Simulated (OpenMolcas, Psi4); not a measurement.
**From OpenMolcas to Psi4**

OpenMolcas 26.06 runs this on BClF2 (chlorodifluoroborane):

job.inp:
```
&GATEWAY
BasLib=$CurrDir
Coord
4
angstrom
F       -0.173700      -1.254300      -0.546300
B       -0.067100      -0.041300      -0.062000
F       -1.011600       0.830100      -0.317700
Cl       1.307900       0.405300       0.905700
Basis=aug-cc-pVDZ
Group=NoSym
&SEWARD
GridInput
Grid=UltraFine
End of Grid
&SCF
KSDFT=M062X
Thresholds=1e-10 1e-07 1e-07 1e-05
PrOrbitals=1
&ALASKA
```

```bash
$ export MOLCAS_MEM=1860
$ pymolcas job.inp > job.log
```

(Basis files named in the input come from the Basis Set Exchange and aren't shown.)

The coordinates come from a PBE0-D4/def2-TZVP relaxation.

It gives a total energy of -684.840230 Eh.

**Question.** Translate the job to Psi4 1.11 as a QCSchema file.

**Answer.** This input was run:

job.json:
```json
{
  "schema_name": "qcschema_input",
  "schema_version": 1,
  "molecule": {
    "schema_name": "qcschema_molecule",
    "schema_version": 2,
    "symbols": ["F", "B", "F", "Cl"],
    "geometry": [-0.32824543, -2.37028348, -1.03235738, -0.12680062, -0.07804569, -0.11716302, -1.91164695, 1.56866166, -0.60036599, 2.4715728, 0.765906, 1.71152495],
    "molecular_charge": 0,
    "molecular_multiplicity": 1,
    "fix_symmetry": "c1",
    "fix_com": true,
    "fix_orientation": true
  },
  "driver": "gradient",
  "model": {
    "method": "m06-2x",
    "basis": "aug-cc-pVDZ"
  },
  "keywords": {
    "reference": "rks",
    "puream": true,
    "e_convergence": 1e-09,
    "d_convergence": 1e-08,
    "scf_type": "pk",
    "dft_radial_points": 99,
    "dft_spherical_points": 590,
    "scf_properties": ["DIPOLE", "MULLIKEN_CHARGES", "LOWDIN_CHARGES"]
  }
}
```

```bash
$ psi4 --qcschema job.json -n 1 --memory 1600MB
```

Its energy is -684.840232 Eh, 0.002 mEh from the first.
